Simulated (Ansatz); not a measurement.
CH7GaSSi, SMILES `S[SiH2][CH2][GaH2]`, relaxed with RKS PBE0-D4/def2-TZVP in the Gaussian-basis code of Ansatz from a PBE-D4/def2-SVP geometry. The force threshold is 0.005 eV/Å; the program also tests the step.

Charge 0, multiplicity 1.

Start:

```xyz
11

S     0.252   -2.900    0.824
Si    0.754   -0.841    0.344
C    -0.724    0.194   -0.196
Ga   -0.218    1.975   -0.912
H    -0.564   -2.567    1.865
H     1.755   -0.989   -0.771
H     1.430   -0.176    1.514
H    -1.379    0.338    0.691
H    -1.284   -0.373   -0.969
H     0.052    3.174    0.087
H    -0.075    2.166   -2.479
```

| step | energy (eV) | largest force (eV/Å) | largest move (Å) |
| --- | --- | --- | --- |
| 1 | -72228.5018 | 0.524 | 0.000 |
| 2 | -72228.5358 | 0.188 | 0.030 |
| 3 | -72228.5391 | 0.045 | 0.017 |
| 4 | -72228.5393 | 0.011 | 0.005 |
| 5 | -72228.5393 | 0.007 | 0.002 |
| 6 | -72228.5393 | 0.005 | 0.004 |
| 7 | -72228.5395 | 0.006 | 0.021 |
| 8 | -72228.5397 | 0.023 | 0.070 |
| 9 | -72228.5397 | 0.021 | 0.007 |
| 10 | -72228.5398 | 0.008 | 0.015 |
| 11 | -72228.5398 | 0.002 | 0.004 |
| 12 | -72228.5399 | 0.003 | 0.018 |
| 13 | -72228.5399 | 0.004 | 0.007 |

End:

```xyz
11

S     0.237   -2.861    0.863
Si    0.740   -0.852    0.308
C    -0.716    0.185   -0.199
Ga   -0.215    1.966   -0.880
H    -0.533   -2.497    1.902
H     1.687   -1.039   -0.822
H     1.459   -0.182    1.425
H    -1.366    0.310    0.673
H    -1.265   -0.356   -0.975
H    -0.088    3.172    0.118
H     0.060    2.155   -2.413
```

It took 20 s on 4 threads of an AMD EPYC 9R45 on a shared host, with 0.63 GiB of host memory at the peak.
